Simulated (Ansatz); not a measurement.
Total energies of BrHOSn, SMILES `[OH][Sn][Br]`.

```
atom   x (Å)   y (Å)   z (Å)
  O1   0.058   1.021   0.000
 Sn2  -0.601  -0.755   0.561
 Br3   0.894  -2.030  -1.012
  H4  -0.352   1.764   0.452
```

Total charge 0; spin multiplicity 1. Correlated methods include outer-core shells of Br, Sn, which these sets cover unevenly. Scalar relativity is left out up to krypton. Sn takes the def2 core potential. The structure was optimised at the PBE0-D4/def2-TZVP level. It is one conformer, not always the lowest. Basis def2-TZVPP, Ansatz.

RPA on PBE orbitals: Hartree–Fock energy of these orbitals -2861.28666 Eh, correlation -1.18728 Eh (frozen core).

```
             functional  energy without D4 (Eh)  D4 term (kJ/mol)
            LDA (SPW92)             -2859.97877                 –
                    PBE             -2863.94545              -9.5
                 revPBE             -2864.21244             -22.0
                   BLYP             -2864.38132             -20.1
                 r2SCAN             -2864.43850              -1.9
                 B97M-V             -2863.91952                 –
                   PBE0             -2864.03498              -8.0
                  B3LYP             -2864.51254             -15.8
                r2SCANh             -2864.41962              -2.1
                r2SCAN0             -2864.39258              -2.4
HSE06 (plane-wave form)             -2864.03491              -7.7
                  BHLYP             -2864.29115             -15.7
              CAM-B3LYP             -2864.49387              -8.5
                LC-ωPBE             -2864.03042                 –
                ωB97X-V             -2864.12187                 –
                ωB97M-V             -2864.19538                 –
                 B2PLYP             -2863.77243                 –
               PBE-QIDH             -2863.51546                 –
```

B3LYP takes the VWN-RPA correlation (the form of Gaussian; ORCA's B3LYP/G). HSE06 is the plane-wave form, built on full-range PBE exchange. The double hybrids freeze the cores in their second-order part.

LC-ωPBE has ω = 0.4 bohr⁻¹.
